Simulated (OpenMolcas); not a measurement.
**Tm2+: moving or changing the point charges**

Tm2+ among 8 point charges of -1 e arranged as a hexagonal bipyramid (D6h), 2.45 Å from the ion, with the axial distance 2.254 Å.
```
   2.4500    0.0000    0.0000  -1.00
   1.2250    2.1218    0.0000  -1.00
  -1.2250    2.1218    0.0000  -1.00
  -2.4500    0.0000    0.0000  -1.00
  -1.2250   -2.1218    0.0000  -1.00
   1.2250   -2.1218    0.0000  -1.00
   0.0000    0.0000    2.2540  -1.00
   0.0000    0.0000   -2.2540  -1.00
```

```yaml
Program: OpenMolcas 26.06
Method: CASSCF
Basis: ANO-RCC-VDZP [7s6p4d2f1g]
Scalar_Hamiltonian: DKH2, point nucleus
Active_space: 13 electrons in 7 orbitals (4f)
State_averaging: 2S+1 = 2 odd, 7 roots
Spin-orbit_coupling: state interaction with AMFI integrals over the reference wave functions
```

Runs around this geometry, states. Energies in cm-1 above the lowest state or level, χT in cm3 K/mol.

| R (Å) | q (e) | Ground state | First state of that spin | First gap with spin-orbit (degeneracies) | Width of lowest J | χT at 300 K |
| --- | --- | --- | --- | --- | --- | --- |
| 2.45 | -0.5 | 2S+1 = 2 | 44.6 | 185.9 (2, 2) | 236 | 2.542 |
| 2.45 | -1 | 2S+1 = 2 | 88.7 | 392.7 (2, 2) | 484 | 2.448 |
| 2.74 | -1 | 2S+1 = 2 | 42.9 | 270.4 (2, 2) | 317 | 2.521 |
| 2.82 | -1 | 2S+1 = 2 | 35.4 | 247.0 (2, 2) | 285 | 2.532 |

Taking the width of the lowest J multiplet as R^-n, n = -ln(285 / 484) / ln(2.82 / 2.45) = 3.8 between the shortest and longest distance.

Scaling the charges by -0.5 / -1 = 0.50 scales the width of the lowest J multiplet by 236 / 484 = 0.49; with fixed orbitals a first-order splitting would follow the charge.

Point charges carry no covalency, so the field is a model and not that of real ligands. An unlabelled pair can be two single states that coincide in this model. No measured value stands beside these numbers.

A state without a sure symmetry label is named by its multiplicity alone.
